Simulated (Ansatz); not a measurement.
**Reading a saddle point**

A first-order saddle point of SiH2SF2, singlet, PBE0-D4/def2-TZVP, with one imaginary mode of 1078i cm⁻¹:

```csv
atom,x (Å),y (Å),z (Å)
Si1,-0.4139,0.8174,-0.1885
S2,0.5761,-1.4040,-0.2910
H3,0.8687,0.1488,-0.9221
F4,-0.5359,1.0112,1.3895
F5,-1.8782,0.4714,-0.7101
H6,1.3833,-1.0448,0.7223
```

Program: Ansatz 0.2.0. Basis: def2-TZVPP and def2-QZVPP. Cores are frozen in the correlated methods. Extrapolation: Hartree–Fock as exp(−7.88 √X), correlation as X^−2.97.

Which contacts change along the imaginary mode, and what lies on either side? (Judge from chemistry; the calculation decides.)

By the calculation: The step is SiH₂SF₂ ([F][SiH]([F])[SH]) → SiF₂ + H₂S, with the molecules in contact on both sides. Shortening one way: S2–H3; lengthening the same way: Si1–S2, Si1–H3.
```json
{"pair": "S2–H3", "one side (Å)": "3.03", "saddle (Å)": "1.70", "other side (Å)": "1.34"}
{"pair": "Si1–S2", "one side (Å)": "2.11", "saddle (Å)": "2.43", "other side (Å)": "2.85"}
{"pair": "Si1–H3", "one side (Å)": "1.47", "saddle (Å)": "1.62", "other side (Å)": "3.19"}
```

Which side is lower, and how far does the saddle lie above each? (To be estimated.)

By the calculation: The side with Si1–S2, Si1–H3 short is lower by 187.8 kJ/mol; the saddle lies 300.0 kJ/mol above it and 112.2 kJ/mol above the other (CCSD(T) at an estimated basis limit (MP2 extrapolated from triple and quadruple zeta, plus CCSD(T) − MP2 in triple zeta); electronic energies).

T1 diagnostic: at most 0.016. The restricted Hartree–Fock reference is unstable towards an unrestricted one at one or more of these structures.

Losses and insertions of silylenes and their heavier kin drive the gas-phase chemistry of silicon and germanium vapour deposition.

Labels in which every atom is bracketed show which atoms are joined, not bond orders.

For scale, one of the runs: CCSD(T)/def2-TZVPP, 174 basis functions, launched by `ansatz run in.yaml --threads 2 --pin off --events-out ev --progress --plain --max-ram 4352MiB`. Time: 24 s of wall clock on 2 CPU threads of an Intel Xeon 6975P-C; the host was shared. Peak host memory: 1.6 GiB.
